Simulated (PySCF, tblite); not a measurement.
Isomers of [C7H16P]+ (charge +1), one GFN2-xTB conformer each. Single-point energies are computed at PBE0/pcSseg-1 (PySCF, gas phase, no added dispersion term), electronic only.

Question: Rank them by PBE0/pcSseg-1 energy, lowest first (kJ/mol).
A. `[CH3:1][PH+:2]1[CH2:3][CH2:4][CH2:5][CH2:6][CH2:7][CH2:8]1` (charge +1) with C1–P2–C3–C4 -176°, P2–C3–C4–C5 -50°, C3–C4–C5–C6 74°, C4–C5–C6–C7 -107°
B. `[CH3:1][C@@H:2]1[CH2:3][CH2:4][CH2:5][P@@H+:6]([CH3:7])[CH2:8]1` (charge +1) with C1–C2–C3–C4 -61°, C2–C3–C4–C5 -66°, C3–C4–C5–P6 57°, C4–C5–P6–C7 -170°

Answer: B (0.0), A (21.3).

GFN2-xTB itself gives, in the same order: 0.0, 20.1. Both levels put the same isomer lowest.

Q: Which frontier levels and rotational constants go with these structures?

A: 
```json
{"SMILES": "C[C@@H]1CCC[P@@H+](C)C1", "HOMO (eV, PBE0/pcSseg-1)": "-12.95", "LUMO (eV)": "-3.68", "A, B, C (MHz)": "2553, 1368, 1079"}
{"SMILES": "C[PH+]1CCCCCC1", "HOMO (eV, PBE0/pcSseg-1)": "-13.03", "LUMO (eV)": "-3.72", "A, B, C (MHz)": "2417, 1452, 1015"}
```

Q: What happens when harmonic zero-point energies from GFN2-xTB frequencies are added?

A: 
```csv
SMILES,ZPE (kJ/mol),electronic (kJ/mol),with ZPE (kJ/mol)
C[C@@H]1CCC[P@@H+](C)C1,558.8,0.0,0.0
C[PH+]1CCCCCC1,560.4,21.3,22.9
```

The zero-point energies span 1.6 kJ/mol. The order is unchanged.
